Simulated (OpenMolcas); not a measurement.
Se⁴⁺: effect of the active space

```
Program             : OpenMolcas 26.06
Method              : SS-CASPT2 or its RAS form, IPEA 0.25 Eh, imaginary shift 0.1 Eh
Basis               : ANO-RCC-VQZP
Scalar Hamiltonian  : DKH2, point nucleus
Spin-orbit coupling : RASSI with atomic mean-field integrals over the reference wave functions, term energies averaged over their components
```

A. 2 electrons in 4 orbitals (4s 4p); 2S+1 = 3 even, 3 roots; 2S+1 = 1 even, 7 roots; 2S+1 = 3 odd, 3 roots; 2S+1 = 1 odd, 3 roots; closed shells correlated: 3d; CASPT2 step roughly 2.4 core-seconds
B. 2 electrons in 8 orbitals (4s 4p 5s 5p); 2S+1 = 3 even, 3 roots; 2S+1 = 1 even, 7 roots; 2S+1 = 3 odd, 3 roots; 2S+1 = 1 odd, 3 roots; closed shells correlated: 3d; CASPT2 step of the order of 5 core-seconds
C. 2 electrons in 9 orbitals (RAS2 4s 4p; RAS3 4d, at most 2 electrons); 2S+1 = 3 even, 3 roots; 2S+1 = 1 even, 7 roots; 2S+1 = 3 odd, 3 roots; 2S+1 = 1 odd, 3 roots; closed shells correlated: 3d; CASPT2 step roughly 6 core-seconds

Energies in cm⁻¹ above 4s² ¹S₀, the measured ground level; measured values from the list in Rauch et al., Astron. Astrophys. 606, A105 (2017).

```
     Level       A       B       C  Measured
   4s² ¹S₀     0.0     0.0     0.0       0.0
4s 4p ³P°₀   87500   87570   87470     89749
4s 4p ³P°₁   88930   88990   88890     91350
4s 4p ³P°₂   92050   92120   92010     94960
4s 4p ¹P°₁  133050  132900  132190    131733
   4p² ³P₀  210340  210360  210230    211794
   4p² ³P₁  212260  212260  212140    214091
```

Deviations, from unrounded energies. A percentage is the sum of absolute deviations over the sum of measured energies, with the sign that they share, or ± where signs differ.

```tsv
Against measurement	Levels	A	B	C
mean absolute deviation (cm-1)	6	2000	2000	1900
other configurations (%)	6	±1.5	±1.4	±1.4
```

A, B, C lie about equally close to measurement. The largest miss of C in the table is 4s 4p ³P°₂, by -2900 cm-1. The ranking rests on the paired levels alone, and a cruder setting can come out closer through cancelling errors.

Among A to C the level of the table that moves most is 4s 4p ¹P°₁, by 860 cm-1 (lowest in C, highest in A). Moves below CASPT2's spread within the term are not significant.

Over all roots computed the reference weight is 0.93 to 0.99 in A, 0.92 to 0.99 in B; the roots of lowest weight are the least certain, and an intruder state may touch them. The ¹D term of p² mixes with s d, which this space lacks (holds for A; B). Active for correlation alone: 5p 5s; no level in the range computed is led by a configuration that fills them, so any true level of that kind is missing (holds for B). Active for correlation alone: 4d; no level in the range computed is led by a configuration that fills it, so any true level of that kind is missing (holds for C). Some terms mix strongly with configurations of 4d, whose occupation reaches 0.21 (4p² ¹D) (holds for C). Measured partners are found by configuration, term and J. A level has none where our copy of the source lacks it or the pairing is in doubt (some pairs that miss far off the trend of their configuration count as doubtful), and it then counts in no deviation. Only configurations of the active space appear. The table leaves out levels that lie high or whose names do not pair safely across all columns.

° marks odd parity.
